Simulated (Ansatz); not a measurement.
```xyz
14

C     0.690   -0.036   -1.866
C    -0.351   -0.465   -0.837
Si   -0.093    0.240    0.860
N    -1.287   -0.336    1.916
O     1.348   -0.142    1.540
Cl   -0.069    2.319    0.656
H     0.691    1.048   -2.001
H     1.696   -0.331   -1.557
H     0.499   -0.492   -2.840
H    -0.354   -1.556   -0.724
H    -1.357   -0.189   -1.173
H    -2.251   -0.387    1.632
H    -1.196   -0.197    2.909
H     2.033    0.524    1.484
```

The species carries charge 0 and has multiplicity 1.

(1) List the CAM-B3LYP/def2-TZVPP orbital energies in eV (Ansatz). (Estimate.)

Answers

(1) The calculation gave: Occupied: -2763.83, -1802.04, -522.56, -391.06, -278.61, -278.50, -258.62, -197.65, -197.54, -197.54, -146.41, -101.81, -101.75, -101.70, -29.76, -25.57, -24.21, -22.93, -19.16, -17.15, -15.51, -14.75, -14.08, -13.94, -13.13, -12.02, -11.88, -11.59, -11.29, -10.62, -10.31, -9.80, -9.20. Lowest empty: 1.47, 2.02, 2.54, 3.14, 3.45, 3.52, 3.69, 3.93.
